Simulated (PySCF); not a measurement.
Ga(H)2(NHMe) (CH6GaN), SMILES C[NH][GaH2]. Coordinates come from a PBE-D3(BJ)/def2-SVP optimisation.

These are PBE-D3(BJ)/def2-SVP (PySCF) values and carry that method's errors.

Harmonic wavenumbers (cm⁻¹): 165, 224, 281, 484, 525, 586, 624, 692, 1048, 1093, 1131, 1335, 1395, 1409, 1440, 1930, 1943, 2911, 2964, 3040, 3499. Rotational constants (GHz): 34.75, 3.660, 3.383; symmetry number 1.

### Question
Work out the zero-point energy and the ideal-gas rigid-rotor harmonic-oscillator thermochemistry at 298.15 K and 1 atm.

### Answer
ZPE = ½ Σ hcν = ½ × 28722 cm⁻¹ = 41.06 kcal/mol. H − E(el) = 45.04 kcal/mol. Entropy in cal/(mol K): translation 39.77, rotation 24.13, vibration 8.72, total 72.61. G − E(el) = 23.39 kcal/mol. Cp = 20.05 cal/(mol K).
